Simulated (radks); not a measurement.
Problem. All-electron atom: Nb in [Kr] 4d2 5s1 4f2 (not the ground configuration). All-electron calculation, scalar-relativistic Kohn-Sham, PBE, spin-polarised, spherical densities, finite nucleus; open shells are filled with parallel spins first (spin-orbit coupling, left out, can overturn this in heavy ions); Fermi nuclear charge, rms radius 4.324 fm. Program: a radial shooting solver on a logarithmic mesh with Libxc functionals. Some entries of the table are withheld. Estimate them.

orbital,occ.,eigenvalue (eV),r(max) (bohr),<1/r> (bohr^-1)
1s up,1,-18823.21,0.02349,42.40
1s down,1,-18823.19,0.02349,42.40
2s up,1,-2646.402,0.1332,9.526
2s down,1,-2646.167,0.1332,9.526
2p up,3,-2364.644,0.1064,9.272
2p down,3,-2364.466,0.1064,9.272
3s up,1,-454.3523,0.3955,3.253
3s down,1,-454.2062,0.3956,3.252
3p up,3,-362.2599,0.3893,3.091
3p down,3,-362.0980,0.3893,3.091
3d up,5,-211.7767,0.3345,2.855
3d down,5,-211.5398,0.3346,2.855
4s up,1,-73.7470,1.030,(1)
4s down,1,-72.3099,1.027,(2)
4p up,3,-49.5917,1.119,1.044
4p down,3,-47.9530,1.114,1.053
4d up,2,-16.2040,1.417,0.7392
4d down,0,-14.1673,1.399,0.7490
5s up,1,-12.7945,2.661,0.4377
4f up,2,-0.6533,(3),0.1210

Solution. 
(1) 4s up <1/r> (bohr^-1): 1.179
(2) 4s down <1/r> (bohr^-1): 1.186
(3) 4f up r(max) (bohr): 8.999
